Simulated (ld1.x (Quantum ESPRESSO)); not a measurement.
**Ar (Z = 18): ultrasoft pseudisation with PBE, non-relativistic reference atom.**

| Item | Value |
| --- | --- |
| Element | argon |
| Generator | ld1.x (Quantum ESPRESSO) 7.5 |
| Type | ultrasoft |
| Functional | PBE |
| Relativity | non-relativistic |
| Frozen core | [Ne] |
| Valence charge | 8 |
| Reference configuration | 3s2 3p6 |
| Partial waves | 3s (bound): rcut 1.00, rcutus 1.25 bohr; 3s channel at 0.2 Ry: rcut 1.00, rcutus 1.25 bohr; 3p (bound): rcut 1.00, rcutus 1.20 bohr; 3p channel at -0.25 Ry: rcut 1.00, rcutus 1.20 bohr |
| Local potential | all-electron potential smoothed inside 1.00 bohr (lloc = -2) |
| Core correction | Bessel-smoothed model core, default radius (core density twice the valence density) |
| Augmentation charge | PSQ, inside the norm-conserving radii |

All-electron outer shells of the reference configuration (PBE, non-relativistic, ld1.x):

```json
{"shell": "2p", "level (eV)": "-229.77", "outermost node (bohr)": "–", "outermost maximum (bohr)": "0.28"}
{"shell": "3s", "level (eV)": "-24.06", "outermost node (bohr)": "0.52", "outermost maximum (bohr)": "1.19"}
{"shell": "3p", "level (eV)": "-10.29", "outermost node (bohr)": "0.49", "outermost maximum (bohr)": "1.30"}
```

What the tests gave:

- Cutoffs needed: 30 Ry and 60 Ry (the cutoffs (Ry, on a coarse ladder) from which the occupation-weighted sum of valence levels, in a spherical-Bessel basis at the reference potential, stays within 10 and 1 mRy of its value at 400 Ry)
- Ghost test: no extra level below or beside the all-electron valence levels (s, p, d, f tested) (spherical-Bessel basis up to 400 Ry, 20 bohr box)
- Largest excitation error: +21 meV (all-electron minus pseudo) for 3s2 3p2, out of 6 test configurations
- Lowest eigenvalue of the overlap operator: 0.44 (s channel)
- Density cutoff estimated by the generator: 268 Ry

Generation and tests took about 0.65 s on one core of a shared server CPU.
